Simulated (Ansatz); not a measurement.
Reaction (isomerisation): `N[SiH](O)C=S` → `NC(=S)[SiH2]O`

Calculated with Ansatz (gas phase, PBE0-D4/def2-TZVP geometries, no zero-point term in ΔE). CCSD(T)/CBS is the MP2 limit (def2-TZVPP, def2-QZVPP) plus CCSD(T) − MP2 in def2-TZVPP, frozen cores. Functionals use def2-TZVPP. B3LYP here is the variant with VWN-RPA as its local correlation; programs differ in this. Each species was taken in one conformer, which may not be the lowest.

Problem. Is it downhill or uphill in electronic energy at CCSD(T)/CBS, and by how much? (Estimate.)

Solution. Computed: Uphill: ΔE = +40.2 kJ/mol.

Problem. What do these levels give: r2SCAN-D4, B3LYP-D4, PBE, PBE0, HF/def2-TZVPP, CCSD(T)/def2-TZVPP, HF/def2-QZVPP, MP2/def2-QZVPP, SCS-MP2/def2-QZVPP, HF/CBS(def2), MP2/CBS(def2), CCSD/CBS(def2)? (An estimate is asked.)

Solution. Computed: r2SCAN-D4 15.3, B3LYP-D4 21.6, PBE 8.1, PBE0 16.0, HF/def2-TZVPP 39.4, CCSD(T)/def2-TZVPP 39.9, HF/def2-QZVPP 40.3, MP2/def2-QZVPP 36.9, SCS-MP2/def2-QZVPP 41.0, HF/CBS(def2) 40.4, MP2/CBS(def2) 36.7, CCSD/CBS(def2) 43.4 kJ/mol.

Largest T1 diagnostic among the species: 0.017.

From PBE to PBE0 (25 % exact exchange), in def2-TZVPP and without D4, ΔE moves by +7.8 kJ/mol.
